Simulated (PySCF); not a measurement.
C2H10O2Si2, SMILES O[SiH2]CC[SiH2]O. Atoms are numbered in the order given.

```xyz
16

O     -3.3846    -0.4254    -0.0826
Si    -1.7973    -0.3365     0.4272
C     -0.7583     0.7139    -0.7407
C      0.6430     1.0769    -0.2313
Si     1.8356    -0.3646    -0.0048
O      3.3847     0.1765     0.3029
H     -3.5661    -0.9895    -0.8389
H     -1.8344     0.2952     1.7764
H     -1.2019    -1.7089     0.5344
H     -1.3468     1.6267    -0.9427
H     -0.6916     0.1839    -1.7086
H      1.1304     1.7828    -0.9292
H      0.5828     1.6146     0.7318
H      1.4735    -1.1954     1.1764
H      1.7893    -1.2136    -1.2422
H      3.8194     0.6661    -0.4006
```
Charge 0, spin multiplicity 1.

Geometry: PBE0-D3(BJ)/def2-SVP. This is a generated structure with no PubChem entry under its InChIKey; it may be hypothetical. Other conformers were not sampled.

Level of theory: PBE0/pcSseg-1 run with PySCF.

GIAO shieldings, no solvent; atoms listed in one row are averaged. δ = σ(ref) − σ: ¹⁷O against H2O (σ = 334.2 ppm); ²⁹Si against TMS (σ = 352.7 ppm); ¹³C against TMS (σ = 186.3 ppm); ¹H against TMS (σ = 31.56 ppm), references at their B3LYP-D3(BJ)/def2-TZVP geometries, non-relativistic.

Estimate the chemical shifts. (Estimate from the structure and the level; the computed values follow.)


```
nucleus    atoms  count  δ (ppm)
-------  -------  -----  -------
¹⁷O           O6      1     24.2
¹⁷O           O1      1     21.7
²⁹Si         Si5      1     -7.4
²⁹Si         Si2      1     -8.5
¹³C       C3, C4      2     11.7
¹H            H9      1     5.24
¹H           H15      1     5.11
¹H           H14      1     5.05
¹H            H8      1     4.96
¹H           H10      1     1.32
¹H           H13      1     1.21
¹H           H12      1     1.01
¹H           H11      1     0.89
¹H       H7, H16      2     0.74
```
